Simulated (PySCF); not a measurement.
Bonds (- single, = double, # triple, : aromatic): C1=C2, C2-C3, C3=C4, C4-Si5, Si5-C6, C6-C7, C7=C8, C8-Cl9, C7-Si10, Si10-C3. C1 carries H11, H12; C2 carries H13; C4 carries H14; Si5 carries H15, H16; C6 carries H17, H18; C8 carries H19; Si10 carries H20, H21. Stereochemistry as in C=CC1=C[SiH2]C/C(=C/Cl)[SiH2]1. H11 is cis to C3; H12 is trans to C3.

PySCF 2.14.0 with density-fitted response routines calculation with σ from GIAO-PBE0/pcSseg-1 and geometry from GFN2-xTB; no solvent model, rapidly exchanging positions averaged, no relativistic terms, one conformer.

Scale: 13C (σ = 186.93 ppm) and 1H (σ = 31.72 ppm) and 29Si (σ = 349.16 ppm) against TMS; HCl for 35Cl (σ = 949.78 ppm) (reference shieldings calculated alike).

```csv
atoms,nucleus,count,Hirshfeld charge,δ (ppm)
C8,13C,1,-0.04,?
H15/H16,1H,2,-0.08,4.45
Cl9,35Cl,1,-0.02,?
C4,13C,1,-0.13,149.5
H17/H18,1H,2,0.05,?
H11,1H,1,0.05,5.59
H19,1H,1,0.05,6.65
C6,13C,1,-0.16,?
C2,13C,1,-0.05,153.6
H20/H21,1H,2,-0.08,?
H12,1H,1,0.05,5.59
Si5,29Si,1,0.34,-52.4
Si10,29Si,1,0.31,-71.7
H13,1H,1,0.05,6.76
H14,1H,1,0.04,7.01
C3,13C,1,-0.08,162.7
C1,13C,1,-0.09,?
C7,13C,1,-0.10,140.7
```

Q: Fill in the missing shifts.

A: 
- C8: 137.3 ppm, alkene CH; the olefinic region
- C1: 124.9 ppm, terminal =CH2 carbon; an sp2 carbon of a C=C bond
- C6: 23.2 ppm, allylic sp3 CH2 bonded to Si
- H20/H21: 5.03 ppm, hydrogen on a silicon bonded to 2 C, in a 6-membered ring
- H17/H18: 2.00 ppm, hydrogen on an allylic sp3 CH2 bonded to Si; allylic position
- Cl9: 231 ppm, chlorine bonded to C

Carbons that carry Cl, above all several Cl atoms, come out too deshielded, partly because spin–orbit coupling is missing. Shifts are as computed. Against solution values, carbons near 30 ppm lie about +3 ppm off and those near 130 ppm about +5 ppm; carbons on Cl a further +6 ppm. Of 1211 compounds with measured shifts, 218 miss one by over three times the rms of a fit or turn the order of signals round; such compounds aren't used in these exercises.
